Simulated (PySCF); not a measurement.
H6O2Si2Te, SMILES [SiH3]O[Te]O[SiH3].

The structure is a stationary point at B3LYP-D3(BJ)/def2-SVP. The structure was generated by enumeration, and PubChem lists no compound with its InChIKey, so it may never have been made. The def2 effective core potentials stand for the cores of Te; spin–orbit coupling is left out. One conformer was computed; it need not be the lowest.

Two levels are set side by side: TDA-PBE/def2-SVPD (PySCF) and TDA-M06-2X/def2-SVPD (PySCF). Vertical, same geometry. The lowest singlet is HOMO→LUMO 99 % with PBE and HOMO→LUMO 95 % with the other functional; states are paired by order. Differences are taken from unrounded values.

```csv
quantity,TDA-M06-2X
lowest singlet excitation (eV),2.78
lowest triplet excitation (TDA) (eV),2.07
```

Question: What does TDA-PBE give, and how far is it from TDA-M06-2X? (Estimate from the structure and the level; the computed values follow.)

Answer: 
| quantity | TDA-PBE | TDA-PBE minus TDA-M06-2X |
|---|---|---|
| lowest singlet excitation (eV) | 2.51 | -0.27 |
| lowest triplet excitation (TDA) (eV) | 1.83 | -0.23 |

A lower first singlet is the usual sign of a functional without exact exchange. Differences between two approximate levels are no errors against the true value.

Rough cost on one machine, each run with all the roots and properties that it gave: TDA-M06-2X against TDA-PBE about 10 times.
